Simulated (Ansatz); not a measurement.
`[OH][GeH2][C]#C[SiH3]` + `OC1=CC1` → `[SiH3]OC1=CC1` + `C#[C][GeH2][OH]`  (ligand exchange at the Si–C bond)

Calculated with Ansatz (gas phase, PBE0-D4/def2-TZVP geometries, no zero-point term in ΔE). CCSD(T)/CBS is the MP2 limit (def2-TZVPP, def2-QZVPP) plus CCSD(T) − MP2 in def2-TZVPP, frozen cores. DFT in def2-TZVPP. B3LYP here is the variant with VWN-RPA as its local correlation; programs differ in this. For Ge outer-core shells are correlated without core-valence functions, which leaves a few kJ/mol of doubt a bond. Scalar relativity is left out up to krypton. One conformer a species, not always the lowest.

```tsv
level	ΔE (kJ/mol)
PBE0-D4	-32.3
B3LYP-D4	-42.0
B2PLYP	-41.8
PBE	-26.3
B3LYP	-39.1
HF/def2-QZVPP	-52.7
MP2/def2-QZVPP	-43.5
HF/CBS(def2)	-52.9
```

Problem. What does CCSD(T)/CBS give? (An estimate is asked.)

Solution. Ansatz gave: -42.7 kJ/mol. The listed levels differ from it by 10.4, 0.7, 0.9, 16.4, 3.6, -10.0, -0.8, -10.2 kJ/mol.

Largest T1 diagnostic among the species: 0.012.

From PBE to PBE0 (25 % exact exchange), in def2-TZVPP and without D4, ΔE moves by −4.4 kJ/mol. In def2-TZVPP, CCSD(T) changes the Hartree–Fock value by +9.0 kJ/mol (the triples alone add +2.1 kJ/mol) and MP2 by +8.5 kJ/mol.
